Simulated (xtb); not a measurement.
H₁₀Si₅, singlet, at a GFN2-xTB geometry of the parent state; GFN0-xTB in xtb.

The xtb input:
```
$ xtb mol.xyz --gfn 0 --chrg 0 --uhf 0 --json

# file mol.xyz
15

Si     0.95754715     1.34339082     1.09853405
Si     1.79918819    -0.67510847     0.37619988
Si     0.23339394    -1.65177294    -0.99528035
Si    -1.65561408    -0.34099255    -0.98845436
Si    -1.33965070     1.36082810     0.53090053
H      0.88350021     1.29925864     2.60848582
H      2.15431530     2.28843441     1.11151679
H      2.32152697    -1.68543339     1.33702343
H      3.05469619    -0.46060123    -0.39061996
H     -0.05401588    -3.05462723    -0.61303891
H      0.75209162    -1.88578642    -2.36382099
H     -2.82429245    -1.17000945    -0.59190902
H     -2.07472770    -0.06121157    -2.38946918
H     -1.44463035     2.67196513    -0.21561395
H     -2.69656681     1.54918175     1.20084944
```

It wrote (shortened):

```
   ID    Z sym.   atoms
    1   14 Si     1-5
    2    1 H      6-15

           -------------------------------------------------
          |                Calculation Setup                |
           -------------------------------------------------

           -------------------------------------------------
          |                 G F N 0 - x T B                 |
           -------------------------------------------------

          ...................................................
          :                      SETUP                      :
          :.................................................:
          :  # basis functions                  70          :
          :  # atomic orbitals                  65          :
          :  # shells                           35          :
          :  # electrons                        30          :
          :  electronic temp.          300.0000000     K    :
          :  accuracy                    1.0000000          :
          :  -> integral cutoff          0.2500000E+02      :
          :  -> integral neglect         0.1000000E-07      :
          ...................................................

         :::::::::::::::::::::::::::::::::::::::::::::::::::::
         ::                     SUMMARY                     ::
         :::::::::::::::::::::::::::::::::::::::::::::::::::::
         :: total energy             -14.571646955773 Eh    ::
         :: gradient norm              0.042968251427 Eh/a0 ::
         :: HOMO-LUMO gap              1.416108144589 eV    ::
         ::.................................................::
         :: H0 energy                -14.634213958765 Eh    ::
         :: repulsion energy           0.148877627638 Eh    ::
         :: electrostat energy        -0.080862252931 Eh    ::
         :: -> Gsolv                   0.000000000000 Eh    ::
         ::    -> Gsasa                0.000000000000 Eh    ::
         ::    -> Gshift               0.000000000000 Eh    ::
         :: dispersion energy         -0.005448371715 Eh    ::
         :: short-range corr.          0.000000000000 Eh    ::
         :: add. restraining           0.000000000000 Eh    ::
         :: total charge              -0.000000000000 e     ::
         :::::::::::::::::::::::::::::::::::::::::::::::::::::

           -------------------------------------------------
          |                Property Printout                |
           -------------------------------------------------

    * Orbital Energies and Occupations

         #    Occupation            Energy/Eh            Energy/eV
      -------------------------------------------------------------
         1        2.0000           -0.6614724             -17.9996
       ...           ...                  ...                  ...
         3        2.0000           -0.6229165             -16.9504
         4        2.0000           -0.5691360             -15.4870
         5        2.0000           -0.5687552             -15.4766
         6        2.0000           -0.4719726             -12.8430
         7        2.0000           -0.4719461             -12.8423
         8        2.0000           -0.4699539             -12.7881
         9        2.0000           -0.4692807             -12.7698
        10        2.0000           -0.4627960             -12.5933
        11        2.0000           -0.4224731             -11.4961
        12        2.0000           -0.3961673             -10.7803
        13        2.0000           -0.3957439             -10.7687
        14        2.0000           -0.3546604              -9.6508
        15        2.0000           -0.3543421              -9.6421 (HOMO)
        16                         -0.3023011              -8.2260 (LUMO)
        17                         -0.2762515              -7.5172
        18                         -0.2730886              -7.4311
        19                         -0.2613559              -7.1119
        20                         -0.2588090              -7.0426
        21                         -0.2335364              -6.3548
        22                         -0.2316590              -6.3038
        23                         -0.2217772              -6.0349
        24                         -0.2168364              -5.9004
        25                         -0.2117327              -5.7615
        26                         -0.1971042              -5.3635
       ...                                ...                  ...
        65                          2.2999579              62.5850
      -------------------------------------------------------------
                  HL-Gap            0.0520410 Eh            1.4161 eV
             Fermi-level            0.0000000 Eh            0.0000 eV

     #   Z          covCN         q      C6AA      α(0)
     1  14 Si       3.663     0.242   146.794    22.412
     2  14 Si       3.714     0.249   146.254    22.350
     3  14 Si       3.719     0.251   146.190    22.343
     4  14 Si       3.714     0.249   146.254    22.350
     5  14 Si       3.663     0.242   146.794    22.412
     6   1 H        0.901    -0.129     6.723     4.057
     7   1 H        0.894    -0.116     6.166     3.886
     8   1 H        0.910    -0.122     6.424     3.965
     9   1 H        0.911    -0.125     6.533     3.998
    10   1 H        0.913    -0.124     6.507     3.990
    11   1 H        0.913    -0.124     6.507     3.990
    12   1 H        0.911    -0.125     6.533     3.998
    13   1 H        0.910    -0.122     6.424     3.965
    14   1 H        0.901    -0.129     6.723     4.057
    15   1 H        0.894    -0.116     6.166     3.886

 Mol. C6AA /au·bohr⁶  :       7347.037654
 Mol. C8AA /au·bohr⁸  :     359061.514264
 Mol. α(0) /au        :        151.656907

Wiberg/Mayer (AO) data.
largest (>0.10) Wiberg bond orders for each atom

 ---------------------------------------------------------------------------
     #   Z sym  total        # sym  WBO       # sym  WBO       # sym  WBO
 ---------------------------------------------------------------------------
     1  14 Si   3.873 --     2 Si   0.972     5 Si   0.923     7 H    0.821
                             6 H    0.818
     2  14 Si   3.969 --     3 Si   0.990     1 Si   0.972     8 H    0.831
                             9 H    0.829
     3  14 Si   3.974 --     4 Si   0.990     2 Si   0.990    11 H    0.832
                            10 H    0.832
     4  14 Si   3.969 --     3 Si   0.990     5 Si   0.972    13 H    0.831
                            12 H    0.829
     5  14 Si   3.873 --     4 Si   0.972     1 Si   0.923    15 H    0.821
                            14 H    0.818
     6   1 H    0.910 --     1 Si   0.818
     7   1 H    0.910 --     1 Si   0.821
     8   1 H    0.918 --     2 Si   0.831
     9   1 H    0.917 --     2 Si   0.829
    10   1 H    0.919 --     3 Si   0.832
    11   1 H    0.919 --     3 Si   0.832
    12   1 H    0.917 --     4 Si   0.829
    13   1 H    0.918 --     4 Si   0.831
    14   1 H    0.910 --     5 Si   0.818
    15   1 H    0.910 --     5 Si   0.821
 ---------------------------------------------------------------------------

Topologies differ in total number of bonds
Writing topology from bond orders to xtbtopo.mol

 dipole moment from electron density (au)
     X       Y       Z
  -0.1102   0.7800   0.4700  total (Debye):    2.332

           -------------------------------------------------
          | TOTAL ENERGY              -14.571646955773 Eh   |
          | GRADIENT NORM               0.042968251427 Eh/α |
          | HOMO-LUMO GAP               1.416108144589 eV   |
           -------------------------------------------------

normal termination of xtb
```
